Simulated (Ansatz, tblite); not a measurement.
Removing and adding an electron: Ca10O12H4, a hydroxylated oxide cluster. The state is a singlet with charge 0. Geometry: PBE-D4/def2-SVP. Ansatz, gas phase; energy differences of separate SCF runs; the oxidised species was run as a doublet alone; the reduced species was run as a doublet alone.

```csv
atom,x (Å),y (Å),z (Å)
Ca1,0.1174,0.6158,0.9011
Ca2,3.6243,1.0503,0.3291
Ca3,1.7296,1.4557,-2.1936
Ca4,0.5562,-1.6434,-1.7623
Ca5,2.5658,-1.9752,0.6906
Ca6,1.4853,3.4236,0.2626
Ca7,2.3557,0.1164,3.0932
Ca8,-0.5791,-2.5592,1.1146
Ca9,-1.5576,0.9978,-1.8230
Ca10,-3.1180,-0.5786,0.4916
O11,-3.7233,0.6538,-1.3160
O12,0.0270,0.1693,-3.3394
O13,-1.1273,-0.8020,-0.4981
O14,-2.8709,-2.5968,1.3958
O15,0.0410,2.1895,-0.8963
O16,-2.0221,0.8847,1.7327
O17,0.9456,-3.1546,-0.2988
O18,2.1707,-0.3140,-0.8997
O19,0.9118,-1.2032,2.0937
O20,3.0238,2.7384,-1.0172
O21,1.9117,1.8299,1.7264
O22,3.8841,-0.5615,1.8095
H23,-4.5618,1.0485,-1.6030
H24,-0.0960,0.0364,-4.2954
H25,-3.4222,-3.2720,1.8210
H26,-2.2719,1.4504,2.4808
```

The xTB rows come from tblite. Single mean-field runs in def2-TZVP are fitted with def2-universal-jkfit. HOMO above LUMO, or a gap near zero within one spin, warns that the state may not be the lowest or that an electron is smeared out.

```
              level  −HOMO (eV)  vertical IE (eV)  −LUMO (eV)  vertical EA (eV)  HOMO–LUMO gap (eV)  IE − EA (eV)                                                                   remarks
           GFN1-xTB        5.49              7.31        3.35              1.97                2.13          5.33                                                                         –
           GFN2-xTB       10.09             12.00        9.86                 –                0.23             –                                                                         –
revPBE-D4/def2-TZVP        3.66              5.72        1.31              0.33                2.35          5.39  HOMO above zero (-1 doublet), gap within one spin near zero (+1 doublet)
```

Problem. Estimate the rows for PBE-D4/def2-TZVP, PBE0-D4/def2-TZVP.

Solution. 
| level | −HOMO (eV) | vertical IE (eV) | −LUMO (eV) | vertical EA (eV) | HOMO–LUMO gap (eV) | IE − EA (eV) | remarks |
| --- | --- | --- | --- | --- | --- | --- | --- |
| PBE-D4/def2-TZVP | 3.79 | 5.81 | 1.36 | 0.38 | 2.42 | 5.44 | HOMO above zero (-1 doublet), gap within one spin near zero (+1 doublet) |
| PBE0-D4/def2-TZVP | 4.97 | 6.23 | 0.79 | 0.17 | 4.18 | 6.06 | HOMO above zero (-1 doublet) |

Relaxing the oxidised species (PBE-D4/def2-SVP) changes its energy by -0.22 eV at PBE-D4/def2-TZVP, so the adiabatic ionisation energy to this nearest minimum is 5.60 eV. At PBE0-D4/def2-TZVP it is 5.94 eV.     A HOMO above zero means that the electron is unbound at that level or that self-interaction error raises the level; the energy of removing that electron tells which. Raw xTB energy differences between charge states are shifted by several eV; the methods need an empirical correction for them. Sets without diffuse functions give affinities that are too small.
